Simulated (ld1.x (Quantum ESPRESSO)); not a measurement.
**chlorine (Cl) TM: all-electron and pseudo phase curves**

* Element: chlorine
* Generator: ld1.x (Quantum ESPRESSO) 7.5
* Type: norm-conserving Troullier–Martins (Kleinman–Bylander form)
* Functional: LDA (PZ)
* Relativity: scalar-relativistic
* Frozen core: [Ne]
* Valence charge: 7
* Reference configuration: 3s2 3p4 (charge +1)
* Partial waves: 3s (bound): rc 1.25 bohr; 3p (bound): rc 1.20 bohr
* Local potential: all-electron potential smoothed inside 1.05 bohr (lloc = -2)
* Core correction: a·sin(br)/r model core, default radius (core density twice the valence density)

The phase is arctan(r·u′/u) with u = r·R(r), unwrapped; energies in Ry, scanned from -4 to 5 Ry. A pole is an energy at which the radial function vanishes at the test radius. The pseudo phase is shifted by a multiple of π to meet the all-electron one at the reference energy, and phase errors are pseudo minus all-electron; the curves can meet again beyond the range given. Levels narrower than the energy grid can be missing from the lists of poles.

```csv
channel,radius (bohr),reference energy (Ry),"poles, all-electron","poles, pseudo",unbroken range about the reference energy with phases within 0.05 rad,phase error 1 Ry above the reference energy (rad)
s,1.35,-2.36,none,3.26,below 2.4,-0.006
p,1.35,-1.43,none,none,the whole range,-0.006
```

Phases in the s channel:

```csv
E (Ry),all-electron,pseudo
-4.00,0.671,0.663
-3.52,0.483,0.477
-3.04,0.228,0.225
-2.56,-0.086,-0.087
-2.08,-0.413,-0.413
-1.60,-0.692,-0.696
-1.12,-0.902,-0.911
-0.64,-1.055,-1.068
-0.16,-1.167,-1.184
0.32,-1.250,-1.272
0.80,-1.314,-1.342
1.28,-1.365,-1.398
1.76,-1.407,-1.446
2.24,-1.441,-1.489
2.72,-1.471,-1.528
3.20,-1.496,-1.566
3.68,-1.518,-1.606
4.16,-1.538,-1.651
4.64,-1.556,-1.708
```
